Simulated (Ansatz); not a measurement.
Reaction (formal exchange of groups at a B–C bond): `B[C@@H](F)[C@H](O)F` + `BC(C)F` → `BC(B)(C)F` + `OC(F)CF`

Computed with Ansatz on PBE0-D4/def2-TZVP structures; ΔE is electronic, products minus reactants. CCSD(T)/CBS adds triple-zeta CCSD(T) − MP2 to the extrapolated MP2 energy (def2 sets, frozen cores). DFT in def2-TZVPP. Each species was taken in one conformer, which may not be the lowest.

| level | ΔE (eV) |
| --- | --- |
| r2SCAN-D4 | -0.23 |
| PBE0-D4 | -0.24 |
| ωB97X-V | -0.08 |
| HF/def2-TZVPP | 0.39 |
| MP2/def2-TZVPP | -0.17 |
| CCSD(T)/def2-TZVPP | -0.10 |
| HF/def2-QZVPP | 0.38 |
| HF/CBS(def2) | 0.38 |

Task: What does CCSD(T)/CBS give? (Best estimate.)

Result: Ansatz gave: -0.11 eV. The listed levels differ from it by -0.12, -0.13, 0.03, 0.50, -0.06, 0.01, 0.49, 0.49 eV.

Largest T1 diagnostic among the species: 0.012.

In def2-TZVPP, CCSD(T) changes the Hartree–Fock value by −0.48 eV (the triples alone add −0.08 eV) and MP2 by −0.56 eV. From PBE to PBE0 (25 % exact exchange), in def2-TZVPP and without D4, ΔE moves by +0.07 eV.
